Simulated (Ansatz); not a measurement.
All values below come from Ansatz (a program for electronic structure) with frozen-core CCSD(T)/cc-pVTZ // B3LYP-D3(BJ)/def2-TZVP. The geometry is that of the parent before the electron was removed.

Ansatz 0.2 input:
```yaml
crystal:
  periodic: [false, false, false]
  atoms:
    - { symbol: C, position_ang: [-1.237398, -0.038471, 0.457863] }
    - { symbol: C, position_ang: [-0.046398, -0.17689, 0.356347] }
    - { symbol: S, position_ang: [1.608233, -0.497238, 0.286044] }
    - { symbol: H, position_ang: [-2.287761, 0.095668, 0.540697] }
    - { symbol: H, position_ang: [1.963327, 0.616935, -0.382382] }
basis:
  gaussian: { orbitals: cc-pVTZ }
correlation:
  method: ccsd_t
total_charge: 1
magnetization:
  spin_polarized: true
  initial_magnetization: 1
```

Output:

```
Functional definition: HF
698 factors; integrals over basis functions are off by at most 8.8e-4 eV
mean field evaluation 1: about -12896.7602 eV, gradient 2.5e1 eV
mean field evaluation 2: about -12896.7707 eV, gradient 2.5e1 eV
mean field evaluation 4: about -12900.4372 eV, gradient 2.8e0 eV
mean field evaluation 8: about -12900.5912 eV, gradient 4.1e-1 eV
mean field evaluation 16: about -12900.6130 eV, gradient 7.3e-5 eV
mean field evaluation 32: about -12899.7732 eV, gradient 4.3e0 eV
mean field evaluation 64: about -12900.6132 eV, gradient 1.5e-1 eV
mean field evaluation 96: about -12896.9686 eV, gradient 2.9e-1 eV
mean field evaluation 128: about -12895.8585 eV, gradient 4.9e-3 eV
mean field evaluation 160: about -12895.7041 eV, gradient 1.5e0 eV
mean field -12900.61299342 eV, -474.0887831585 hartree, gradient 1.9e-6 eV, S^2 0.903596; 6 other end points of the search recorded, 0 dependent functions left out
determinant -12900.61299342 eV, -474.0887831585 hartree, with singles and doubles -12913.37298065 eV, -474.5577040403 hartree
determinant -12899.50356154 eV, -474.0480122890 hartree, with singles and doubles -12911.97591184 eV, -474.5063627085 hartree
7 core orbitals not correlated
reference -12900.61299342 eV, -474.0887831585 hartree; 8, 7 occupied and 107, 108 virtual orbitals, 698 factors
second order -11.63793468 eV of doubles, -0.00000000 eV of singles
cycle   1  -12.60931033 eV  change   -8.5e-1 eV  update   2.3e-2
cycle   2  -12.64426314 eV  change   -3.5e-2 eV  update   5.3e-3
cycle   3  -12.64178729 eV  change    2.5e-3 eV  update   2.7e-3
cycle   4  -12.64471779 eV  change   -2.9e-3 eV  update   1.4e-3
cycle   5  -12.64607212 eV  change   -1.4e-3 eV  update   8.3e-4
cycle   6  -12.64659279 eV  change   -5.2e-4 eV  update   3.7e-4
cycle   7  -12.64688419 eV  change   -2.9e-4 eV  update   1.9e-4
cycle   8  -12.64684840 eV  change    3.6e-5 eV  update   1.1e-4
cycle   9  -12.64674198 eV  change    1.1e-4 eV  update   4.7e-5
cycle  10  -12.64671681 eV  change    2.5e-5 eV  update   2.1e-5
cycle  11  -12.64671075 eV  change    6.1e-6 eV  update   6.4e-6
perturbative correction -0.67852167 eV, -0.0249352115 hartree
Total energy: -12913.93822584 eV, -474.5784764180 hartree
```

Cost: around 40 core-seconds (rough).
